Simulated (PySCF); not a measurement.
OTi, neutral, multiplicity 3. Atoms are numbered in the order given.

```xyz
2

Ti     0.0000     0.0000    -0.4266
O      0.0000     0.0000     1.1733
```
Charge 0, spin multiplicity 3.

The structure is a stationary point at PBE0-D3(BJ)/def2-TZVPD. The multiplicity is an assumed one; other spin states were not compared.

Calculation: r2SCAN/def2-TZVPD (PySCF).

Mulliken values depend strongly on the basis, most of all with diffuse functions as here. ESP charges are fitted to the potential on shells at 1.4 to 2.0 van der Waals radii. Atomic charges (e):

```csv
atom,ESP fit,meta-Löwdin,Mulliken,Mulliken spin
Ti1,0.46,(withheld),0.60,2.25
O2,-0.46,(withheld),-0.60,-0.25
```

### Question
Complete the blanks. (The exact figures need the calculation; the answer reports its results.)

### Answer

- Ti1, meta-Löwdin: 0.53
- O2, meta-Löwdin: -0.53
